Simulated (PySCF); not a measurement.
Simulated outer-valence photoelectron spectrum of `N#C[SiH2]N`. Level of theory: EOM-IP-CCSD/aug-cc-pVDZ in PySCF, restricted Hartree–Fock reference, frozen core, non-relativistic, gas phase, PBE0-D3(BJ)/def2-SVP geometry.

Each root has a Gaussian of 0.4 eV full width with its one-hole share as area; cross sections and vibrations are left out, and the highest printed point is 100.

ionisation energy (eV), intensity and a bar:
```
     10.2          1 
     10.4         13 ####
     10.6         52 ################
     10.8         51 ###############
     11.0         13 ####
     11.2          1 
     11.4          0 
     11.6          0 
     11.8          0 
     12.0          6 ##
     12.2         45 #############
     12.4        100 ##############################
     12.6         93 ############################
     12.8         71 #####################
     13.0         59 ##################
     13.2         19 ######
     13.4         19 ######
     13.6         57 #################
     13.8         46 ##############
     14.0         14 ####
     14.2         36 ###########
     14.4         61 ##################
     14.6         26 ########
     14.8          3 #
     15.0          0 
     15.2          0 
     15.4          0 
     15.6          5 ##
     15.8         36 ###########
     16.0         60 ##################
     16.2         25 #######
     16.4          3 #
     16.6          0 
     16.8          0 
     17.0          0 
     17.2          9 ###
     17.4         45 #############
     17.6         58 #################
     17.8         19 ######
     18.0          2
```

Q: Where are the maxima, and how many lines lie under the curve?

A: 6 maxima, at 10.7, 12.5, 13.7, 14.4, 16.0 and 17.5 eV, from 8 lines. At this width some lines have no maximum of their own.

Q: List the lines with their holes.

A: 
| E (eV) | leading hole (HF orbital) | area | Koopmans (eV) |
| --- | --- | --- | --- |
| 10.70 | HOMO | 0.94 | 11.96 |
| 12.37 | HOMO-1 | 0.95 | 12.60 |
| 12.56 | HOMO-2 | 0.94 | 12.90 |
| 12.93 | HOMO-4 | 0.94 | 14.78 |
| 13.67 | HOMO-3 | 0.95 | 14.22 |
| 14.38 | HOMO-5 | 0.94 | 15.59 |
| 15.97 | HOMO-6 | 0.92 | 17.77 |
| 17.54 | HOMO-7 | 0.95 | 18.66 |

The widest gap, 1.67 eV, lies between 10.70 and 12.37 eV. Only orbitals with −ε under 21 eV, eight at most, were ionised, so the high end of the curve may lack lines.

The values belong to the conformer `[N:1]#[C:2][SiH2:3][NH2:4]`: H–N4–Si3–C2 -72°, H–N4–Si3–C2 72°.
